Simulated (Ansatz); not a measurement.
Z-matrix (Å, degrees):
```
C
C 1 1.506
F 1 1.398 2 108.9
H 1 1.093 2 111.9 3 118.8
H 1 1.093 2 111.2 3 -117.5
O 2 1.389 1 111.6 3 56.0
H 2 1.100 1 108.9 3 -67.2
H 2 1.100 1 107.6 3 177.3
Ga 6 1.834 2 129.8 1 -45.1
```

Charge 0, multiplicity 1. The bonds changed during the relaxation, so this is another structure than the one it started from.

(1) List the PBE/def2-TZVPP orbital energies in eV (Ansatz 0.2.0). (Best estimate.)

Results:

(1) The calculation gave: Occupied: -10093.15, -1233.00, -1092.68, -1092.67, -1092.60, -660.01, -509.59, -270.91, -270.19, -142.75, -97.27, -97.24, -97.04, -30.04, -24.51, -19.33, -19.30, -19.30, -19.15, -19.14, -18.30, -15.16, -12.55, -12.33, -11.96, -10.72, -10.28, -8.72, -8.25, -7.34, -6.26, -5.68. Lowest empty: -1.65, -1.44, 0.41, 0.91, 1.40, 1.77, 2.15, 2.71.
